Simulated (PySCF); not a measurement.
C7H12NP.
Cartesian coordinates in Å at the PBE0-D3(BJ)/def2-SVP level; atoms count from 1:
```xyz
21
C7H12NP angstrom
C      3.3108    0.0235    0.9644
C      2.0916    0.6037    0.3170
C      0.8367    0.0508    0.3975
N     -0.1267    0.7561   -0.2725
C     -1.5339    0.3552   -0.3240
C     -1.6991   -0.9806   -1.0360
C     -2.1595    0.3661    1.0641
C      0.3604    1.8653   -0.8835
P      2.0558    2.0960   -0.6580
H      3.7629    0.7268    1.6817
H      4.0878   -0.2204    0.2225
H      3.0712   -0.9012    1.5114
H      0.5572   -0.8612    0.9271
H     -2.0259    1.1316   -0.9299
H     -1.2273   -0.9551   -2.0287
H     -2.7665   -1.2150   -1.1631
H     -1.2420   -1.7999   -0.4604
H     -3.2395    0.1673    0.9967
H     -1.7157   -0.4074    1.7093
H     -2.0147    1.3416    1.5503
H     -0.3357    2.4917   -1.4433
```

NICS = −σ at a ghost point: NICS(0) at the centroid of the ring atoms, NICS(1) 1 Å to either side along the normal of their mean plane, zz for the tensor component along that normal. Level: GIAO PBE0/pcSseg-1 (PySCF, non-relativistic, gas phase) on the PBE0-D3(BJ)/def2-SVP geometry, one conformer.

Ring bond lengths (Å), with Mayer bond orders in brackets: C2–C3 1.374 (1.51), C3–N4 1.369 (1.09), N4–C8 1.357 (1.22), C8–P9 1.726 (1.42), P9–C2 1.783 (1.21).

Question: What do the NICS probes read (ppm)?

Answer: 
| ring | type | NICS(0) | NICS(1), two faces | NICS(1)zz, two faces | rms pucker (Å) | centre to ring atoms, mean (Å) |
| --- | --- | --- | --- | --- | --- | --- |
| C2–C3–N4–C8–P9 | 5-membered ring with N and P; formal bonds all aromatic | -12.4 | -10.7 / -10.7 | -25.7 / -25.7 | 0.00 | 1.29 |

Question: What do they say, and how far can they be read as aromaticity?

Answer: 
- C2–C3–N4–C8–P9: mean NICS(1)zz -25.7 ppm, shielded.

Question: How equal are the bonds by HOMA? Use HOMA with the parameters of Krygowski (1993).

Answer: 
- C2–C3–N4–C8–P9: HOMA 0.77; the largest term is that of P9–C2, α(R − Ropt)² = 0.86.

Question: List the ring angles and the Hirshfeld charges of the ring atoms.

Answer: 
- C2–C3–N4–C8–P9: C2 110.5° (-0.081 e), C3 114.0° (-0.035 e), N4 112.9° (+0.003 e), C8 113.8° (-0.087 e), P9 88.8° (-0.022 e); sum 540.0° against 540° for a flat convex ring.

Question: How do the values depend on the level or the medium?

Answer: 
```
                          level  NICS(0), C2–C3–N4–C8–P9  mean NICS(1)zz, C2–C3–N4–C8–P9
             PBE0/pcSseg-1, gas                    -12.4                           -25.7
         mPW1PW91/pcSseg-1, gas                    -12.4                           -25.7
 PBE0/pcSseg-1, IEF-PCM acetone                    -12.2                           -25.8
PBE0/pcSseg-1, IEF-PCM methanol                    -12.2                           -25.8
```

The geometry is the same throughout; the continuum's cavity takes Bondi-type radii × 1.2.

The run took 95 s wall (with the writing of density and orbital grids) on one thread, Arm Neoverse N1 (aarch64), shared host, and the process peaked at 1.0 GiB of memory. This is the whole shielding run at PBE0/pcSseg-1, SCF included.
